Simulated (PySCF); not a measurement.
# State search for ZnS⁺

Unrestricted PBE0; Zn def2-SVP, S def2-SVP; no relativity (PySCF 2.14). Outer shells of the fragments: Zn+ 3d10 4s1; S 3s2 3p4.

Followed along the bond (rough minima from three points):

```
2Ms+1   unpaired  ⟨S²⟩ at the start  R at minimum (Å)  Te (eV)
    2        π ↑               0.76              2.17     0.00
    4  σ ↑, π ↑↑               3.76              2.65     0.71
    2  σ ↓, π ↑↑               1.76              2.64     0.89
    2  σ ↑, π ↑↓               1.76              2.64     1.25
```

Solutions found at the starting distance of 2.275 Å, counted from the lowest of them; the search is not exhaustive and high or unbound solutions are not listed, so other states can lie among these:

| 2Ms+1 | unpaired | term | E (eV) | ⟨S²⟩ | ⟨Lz²⟩ | μ (D) |
| --- | --- | --- | --- | --- | --- | --- |
| 2 | π ↑ | ²Π | 0.00 | 0.76 | 1.01 | -4.22 |
| 4 | σ ↑, π ↑↑ | ⁴Σ⁻ | 0.95 | 3.76 | 0.00 | 1.14 |
| 2 | σ ↓, π ↑↑ | mixed | 1.12 | 1.76 | 0.00 | 1.13 |
| 2 | σ ↑, π ↑↓ | mixed | 1.48 | 1.76 | 2.02 | 1.12 |
| 4 | σ ↑↑, π ↑ | ⁴Π | 2.60 | 3.75 | 1.01 | 0.14 |
| 2 | σ ↑ | mixed | 2.92 | 0.75 | 2.00 | 1.11 |

A term symbol is given only where ⟨S²⟩ and ⟨Lz²⟩ are close to those of a pure state; real π, δ and φ orbitals otherwise mix terms. A positive dipole points towards S; it is taken about the centre of mass and depends on that origin.

Q: Compare the gap between the two lowest followed solutions at the starting distance with the gap between their minima.

A: At PBE0 the second solution (quartet, unpaired electrons σ ↑, π ↑↑) lies +0.95 eV from the first (doublet, unpaired electrons π ↑) at 2.275 Å and +0.71 eV at the minima; the two curves relax by different amounts, since their minima lie near 2.65 and 2.17 Å.

Counting both spins, an empty level lies below a filled one in some of these solutions, because spin and occupation are held.
